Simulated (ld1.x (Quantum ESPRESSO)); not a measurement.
**lead (Pb): variants of one TM potential**

Base potential:

ld1.x (Quantum ESPRESSO) 7.5 input, shortened:

```
&input
   title='Pb', zed=82., rel=1, dft='WC', iswitch=3,
   config='[Xe] 4f14 5d10 6s2 6p0'
 /
 &inputp
   pseudotype=2, tm=.true., lloc=2,
   nlcc=.true., new_core_ps=.true.
 /
3
6S  1  0   2.00   0.00  1.95  1.95  0.0
6P  2  1   0.00   0.00  2.05  2.05  0.0
5D  3  2  10.00   0.00  1.40  1.40  0.0
 &test
   configts(1)='5d10 6s2 6p0'
 /
```

Cutoffs, loose and tight: the cutoffs (Ry, on a coarse ladder) from which the occupation-weighted sum of valence levels, in a spherical-Bessel basis at the reference potential, stays within 10 and 1 mRy of its value at 400 Ry. They do not see the model core or the augmentation charge, which bear on the density cutoff. Test errors are all-electron minus pseudo excitation energies from the reference, over the configurations 5d10 6s2 6p2; 5d10 6s2 6p1; 5d10 6s1 6p0; 5d10 6s1 6p3; 5d10 6s0 6p0; 5d10 6s1 6p2; 5d10 6s2 6p1.5. A dash means not determined; rows that change the core or the reference have their own tests.

A true bound ghost makes a file unfit for plane-wave use even where its test errors are small: the radial tests pick states by their node count and pass the ghost by.

| change | outcome | cutoff, loose | cutoff, tight | bound ghosts | largest test error (meV) |
| --- | --- | --- | --- | --- | --- |
| base | generated | 55 Ry | 90 Ry | s, p | -76 |
| wave 6s (bound): rc 1.95 bohr becomes 6s (bound): rc 1.52 bohr | generated | 70 Ry | 140 Ry | s, p | -63 |
| wave 6s (bound): rc 1.95 bohr becomes 6s (bound): rc 1.72 bohr | generated | 55 Ry | 100 Ry | s, p | -69 |
| wave 6s (bound): rc 1.95 bohr becomes 6s (bound): rc 2.02 bohr | generated | 55 Ry | 90 Ry | s, p | -76 |
| wave 6s (bound): rc 1.95 bohr becomes 6s (bound): rc 2.14 bohr | generated | 55 Ry | 90 Ry | s, p | -76 |
| wave 6s (bound): rc 1.95 bohr becomes 6s (bound): rc 2.46 bohr | generated | 55 Ry | 90 Ry | s, p | -97 |
| wave 6s (bound): rc 1.95 bohr becomes 6s (bound): rc 2.86 bohr | generated | 55 Ry | 90 Ry | s, p | -212 |

(1) What comes out with this change to the base: wave 6s (bound): rc 1.95 bohr becomes 6s (bound): rc 2.68 bohr?

(2) What comes out with this change to the base: wave 6s (bound): rc 1.95 bohr becomes 6s (bound): rc 1.26 bohr?

## Answers

(1) outcome: generated; cutoff, loose: 55 Ry; cutoff, tight: 90 Ry; bound ghosts: s, p; largest test error (meV): -159.

(2) outcome: generated; cutoff, loose: 160 Ry; cutoff, tight: over 300 Ry; bound ghosts: s, p; largest test error (meV): -326.

Reading the sweep of the s radius (base included, trends over the rows without a ghost): Bound ghosts are found at 1.26, 1.52, 1.72, 1.95, 2.02, 2.14, 2.46, 2.68, 2.86 bohr. Every judged row has one, so this setting neither creates nor removes them.
